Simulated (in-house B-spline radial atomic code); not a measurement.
Response and correlation along the 12-electron series, closed shell [Ne] 3s2; the second-order energy is extrapolated in partial waves. Computed with an all-electron radial atomic-structure program (B-spline basis): relativistic RPA and second-order many-body perturbation theory on Dirac-Hartree-Fock.

```csv
ion,Z,dipole polarisability (bohr³),quadrupole polarisability (bohr⁵),ratio of RPA to uncoupled dipole,second order correlation energy (Eh),C6 of two such ions (Eh bohr⁶)
Ar6+,18,2.1322,1.6942,1.2177,-0.48215,2.7919
K7+,19,1.5692,0.99902,1.2115,-0.48835,1.713
Ca8+,20,1.1894,0.6199,1.2069,-0.49407,1.0998
Sc9+,21,0.92328,0.40088,1.2035,-0.49951,0.73269
Ti10+,22,0.73094,0.26828,1.2008,-0.50462,0.50339
V11+,23,0.58833,0.1848,1.1987,-0.50949,0.35498
Cr12+,24,0.48028,0.13048,1.1969,-0.51409,0.25599
Mn13+,25,0.39687,0.094118,1.1955,-0.51853,0.18822
Fe14+,26,0.33144,0.069173,1.1942,-0.52276,0.14077
Co15+,27,0.27939,0.051686,1.1931,-0.52686,0.10688
Ni16+,28,0.23746,0.039191,1.192,-0.53078,0.082241
Cu17+,29,0.20331,0.030109,1.191,-0.53458,0.064045
Zn18+,30,0.17522,0.023405,1.19,-0.53823,0.050416
Ga19+,31,0.15191,0.01839,1.1891,-0.54181,0.040077
Ge20+,32,0.13241,0.014589,1.1881,-0.54523,0.032141
```

Question: How fast does the dipole polarisability fall along the series?

Answer: From 2.132 to 0.1324 bohr³; a fit of its logarithm against log Z from Z = 18 to 32 has slope -4.78.
